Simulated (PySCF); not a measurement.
**Radial density of Sr(3+) (strontium, charge +3)**

BP86, [Ar] 3d10 4s2 4p5, 2P determinant. Calculation: PySCF 2.14, in cc-pVDZ-X2C (6s5p3d, 36 functions); scalar relativity by spin-free X2C-1e.

```json
{"r (bohr)": "0.0286", "4πr²ρ (e/bohr)": "47.59", "4πr²(ρα − ρβ)": "0.0108"}
{"r (bohr)": "0.0481", "4πr²ρ (e/bohr)": "40.33", "4πr²(ρα − ρβ)": "0.0382"}
{"r (bohr)": "0.0809", "4πr²ρ (e/bohr)": "46.55", "4πr²(ρα − ρβ)": "0.0754"}
{"r (bohr)": "0.136", "4πr²ρ (e/bohr)": "56.40", "4πr²(ρα − ρβ)": "0.0331"}
{"r (bohr)": "0.229", "4πr²ρ (e/bohr)": "34.22", "4πr²(ρα − ρβ)": "0.0363"}
{"r (bohr)": "0.385", "4πr²ρ (e/bohr)": "41.41", "4πr²(ρα − ρβ)": "0.1905"}
{"r (bohr)": "0.648", "4πr²ρ (e/bohr)": "20.39", "4πr²(ρα − ρβ)": "0.0074"}
{"r (bohr)": "1.09", "4πr²ρ (e/bohr)": "6.997", "4πr²(ρα − ρβ)": "0.7008"}
{"r (bohr)": "1.83", "4πr²ρ (e/bohr)": "3.458", "4πr²(ρα − ρβ)": "0.5293"}
{"r (bohr)": "3.08", "4πr²ρ (e/bohr)": "0.1680", "4πr²(ρα − ρβ)": "0.0280"}
{"r (bohr)": "5.19", "4πr²ρ (e/bohr)": "8.531e-05", "4πr²(ρα − ρβ)": "0.0000"}
{"r (bohr)": "8.72", "4πr²ρ (e/bohr)": "8.714e-05", "4πr²(ρα − ρβ)": "0.0000"}
```

Densities and radii are taken from the X2C orbitals without a picture-change correction, which distorts them close to the nucleus.
